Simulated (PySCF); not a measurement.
**Relaxation of singlet ScSCl**

Computed with PySCF, PBE0, basis Sc def2-TZVP, S def2-TZVP, Cl def2-TZVP (no relativity, density fitting). A (50,194) grid was used.

A hand-made bent start, of Cs symmetry, held to at least that symmetry:

```xyz
3
charge 0 multiplicity 1, angstrom
Sc   -0.1408    0.0000   -0.7869
S    -1.8610    0.0000    0.4176
Cl    1.8825    0.0000    0.6298
```

Optimiser trace:
```json
{"step": "0", "E − E(last) (kJ/mol)": "23.40", "largest gradient (Eh/bohr)": "0.03407"}
{"step": "1", "E − E(last) (kJ/mol)": "8.16", "largest gradient (Eh/bohr)": "0.01804"}
{"step": "2", "E − E(last) (kJ/mol)": "2.05", "largest gradient (Eh/bohr)": "0.01346"}
{"step": "3", "E − E(last) (kJ/mol)": "0.85", "largest gradient (Eh/bohr)": "0.00236"}
{"step": "4", "E − E(last) (kJ/mol)": "0.44", "largest gradient (Eh/bohr)": "0.00205"}
{"step": "5", "E − E(last) (kJ/mol)": "0.02", "largest gradient (Eh/bohr)": "0.00104"}
{"step": "6", "E − E(last) (kJ/mol)": "0.00", "largest gradient (Eh/bohr)": "0.00033"}
{"step": "7", "E − E(last) (kJ/mol)": "0.00", "largest gradient (Eh/bohr)": "0.00001"}
```

It ends at Cs with Sc–Cl 2.311 Å, Sc–S 2.140 Å; Cl–Sc–S 126.5° (after a last refinement on a finer grid). A frequency run shows a minimum. Other isomers or separated fragments may lie lower.

The relaxation took roughly 30 core-seconds on a shared host.
